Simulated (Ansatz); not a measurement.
Reaction (cleavage of the Si–Si bond): `N[SiH2][SiH](F)Br` + NH₃ → `N[SiH](F)Br` + `N[SiH3]`

Calculated with Ansatz (gas phase, PBE0-D4/def2-TZVP geometries, no zero-point term in ΔE). CCSD(T)/CBS adds triple-zeta CCSD(T) − MP2 to the extrapolated MP2 energy (def2 sets, frozen cores). This one scheme is used for every species. Functionals use def2-TZVPP. For Br outer-core shells are correlated without core-valence functions, which leaves a few kJ/mol of doubt a bond. Scalar relativity is left out up to krypton. One conformer a species, not always the lowest.

CCSD(T)/CBS gives -77.4 kJ/mol.

**Question.** Another level gave -74.4 kJ/mol. Which?
A. PBE0-D4/def2-TZVPP
B. CCSD/def2-TZVPP
C. PBE-D4/def2-TZVPP
D. r2SCAN-D4/def2-TZVPP

**Answer.** D. r2SCAN-D4 -74.4, PBE0-D4 -65.1, PBE-D4 -57.2, CCSD/def2-TZVPP -82.5 kJ/mol.

Largest T1 diagnostic among the species: 0.010.

The D4 term adds +6.5 kJ/mol with B3LYP and +4.0 kJ/mol with PBE0; it sums over pairs of atoms, weighted by their polarisabilities, and B3LYP, whose exchange is more repulsive, gets the larger term. In def2-TZVPP, CCSD(T) changes the Hartree–Fock value by +18.9 kJ/mol (the triples alone add +2.9 kJ/mol) and MP2 by +12.4 kJ/mol.

B3LYP here is the variant with VWN-RPA as its local correlation; programs differ in this.
